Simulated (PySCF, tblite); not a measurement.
Isomers of C5H8Cl2OSi. Computed values, GFN2-xTB/tblite, gas phase, harmonic and unscaled. This tight-binding method is rough: wavenumbers can miss measured ones by several per cent, in bad cases by 10 to 20. Modes of hydrogen on silicon can be 10 to 20 % off. One conformer each.

Electronic energies: PBE0/pcSseg-1 single points on the GFN2-xTB geometries (PySCF, gas phase).

```
                           SMILES  electronic energy, lowest = 0 (kJ/mol)
           C=CO[Si@@](Cl)(C=C)CCl                                     0.0
CC(=O)[C@@H]1[SiH2][C@@H]1C(Cl)Cl                                   211.2
       C/C(=C(/[SiH3])C=O)C(Cl)Cl                                   223.4
```

Problem. How do GFN2-xTB zero-point energies change the relative energies?

Solution. 
| SMILES | ZPE (kJ/mol) | of it from modes above 1550 cm⁻¹ | electronic (kJ/mol) | with ZPE, lowest = 0 (kJ/mol) | lowest mode (cm⁻¹) | rings |
| --- | --- | --- | --- | --- | --- | --- |
| C=CO[Si@@](Cl)(C=C)CCl | 307.7 | 167.1 | 0.0 | 0.0 | 6i | 0 |
| CC(=O)[C@@H]1[SiH2][C@@H]1C(Cl)Cl | 300.0 | 147.4 | 211.2 | 203.5 | 31 | 1 |
| C/C(=C(/[SiH3])C=O)C(Cl)Cl | 289.9 | 150.1 | 223.4 | 205.7 | 17 | 0 |

The zero-point energies span 17.8 kJ/mol, from `C/C(=C(/[SiH3])C=O)C(Cl)Cl` to `C=CO[Si@@](Cl)(C=C)CCl`. Slightly imaginary modes are left out of the zero-point energy: `C=CO[Si@@](Cl)(C=C)CCl` 6.4i cm⁻¹. The order is unchanged.

Problem. And how do the electronic energies of GFN2-xTB itself compare?

Solution. `C=CO[Si@@](Cl)(C=C)CCl` 0.0; `CC(=O)[C@@H]1[SiH2][C@@H]1C(Cl)Cl` 135.2; `C/C(=C(/[SiH3])C=O)C(Cl)Cl` 128.8 kJ/mol, lowest = 0. Against the energies above, taken from the same isomer `C=CO[Si@@](Cl)(C=C)CCl`, the largest difference is 94.6 kJ/mol.
